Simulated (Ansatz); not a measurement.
The cluster Ca2O⁺. Charge 1, multiplicity 2. Geometry B3LYP-D4/def2-TZVP; atoms count from 1.

Cartesian coordinates in Å:
```
Ca -1.8455 -0.2366 -0.7053
Ca 1.8459 0.2347 0.7049
O -0.0004 0.0019 0.0004
```

The structure comes from a short search, and lower isomers may exist.

(1) Estimate the Mulliken populations from the PBE0/def2-TZVP orbitals of Ansatz.

(2) Where does the spin sit?

(3) And the Mayer bond orders between bonded heavy atoms (over 0.3)?

## Answers

(1) 
```
atom  charge (e)  spin (α − β)
 Ca1        1.03          0.52
 Ca2        1.03          0.51
  O3       -1.06         -0.03
```
Mulliken values and Mayer orders depend strongly on the basis.

(2) Summed by element: Ca 1.03, O -0.03, of 1 unpaired in all. Largest on single atoms: Ca1 0.52, Ca2 0.51, O3 -0.03.

(3) Ca1–Ca2 0.55 (3.98 Å); Ca1–O3 0.78 (1.99 Å); Ca2–O3 0.78 (1.99 Å).
